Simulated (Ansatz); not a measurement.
Abridged output of a molecular run in Ansatz:

```
Functional definition: HF
1673 factors; integrals over basis functions are off by at most 1.0e-3 eV
mean field evaluation 1: about -15435.5382 eV, gradient 5.0e1 eV
mean field evaluation 2: about -15435.8226 eV, gradient 5.1e1 eV
mean field evaluation 4: about -15441.0126 eV, gradient 5.0e0 eV
mean field evaluation 8: about -15441.1037 eV, gradient 3.5e-1 eV
mean field evaluation 16: about -15441.1041 eV, gradient 1.3e-6 eV
mean field -15441.10412565 eV, -567.4501102612 hartree, gradient 1.3e-6 eV, S^2 0.000000; 0 other end points of the search recorded, 0 dependent functions left out
10 core orbitals not correlated: weight in the atoms' cores, before any rotation towards them, 1.000 or more for the frozen orbitals, at most 0.000 for the correlated occupied ones
reference -15441.10412565 eV, -567.4501102612 hartree; 17, 17 occupied and 254, 254 virtual orbitals, 1673 factors
second order -28.20445788 eV of doubles, -0.00000000 eV of singles
cycle   1  -28.43492360 eV  change   -2.3e-1 eV  update   1.1e-1
cycle   2  -29.05266361 eV  change   -6.2e-1 eV  update   3.2e-2
cycle   3  -29.20083822 eV  change   -1.5e-1 eV  update   1.7e-2
cycle   4  -29.18531203 eV  change    1.6e-2 eV  update   4.2e-3
cycle   5  -29.18366241 eV  change    1.6e-3 eV  update   2.0e-3
cycle   6  -29.18456605 eV  change   -9.0e-4 eV  update   6.3e-4
cycle   7  -29.18424270 eV  change    3.2e-4 eV  update   2.4e-4
cycle   8  -29.18419269 eV  change    5.0e-5 eV  update   7.0e-5
cycle   9  -29.18423806 eV  change   -4.5e-5 eV  update   2.6e-5
cycle  10  -29.18424150 eV  change   -3.4e-6 eV  update   8.8e-6
perturbative correction -1.09781565 eV, -0.0403439808 hartree
Total energy: -15471.38618279 eV, -568.5629553354 hartree
```

Its atoms:

```xyz
12

C    -1.410    0.592    1.122
Si   -0.526   -0.176   -0.301
F    -1.596   -0.498   -1.437
C     1.130    0.390   -0.895
B     1.491   -1.047   -0.294
O     0.299   -1.591    0.120
H    -1.913    1.511    0.815
H    -0.713    0.831    1.928
H    -2.164   -0.095    1.513
H     1.250    0.456   -1.978
H     1.620    1.249   -0.436
H     2.531   -1.621   -0.157
```

(1) Which basis set was used?
A. def2-SVP
B. cc-pV(Q+d)Z
C. def2-SVPD
D. def2-TZVPP

(2) Write the keys of the input that set method, charge and spin (a neutral closed shell needs none for the last two).

Answers

(1) D. It gives 281 functions.

(2) 
```yaml
correlation: {method: ccsd_t}
```
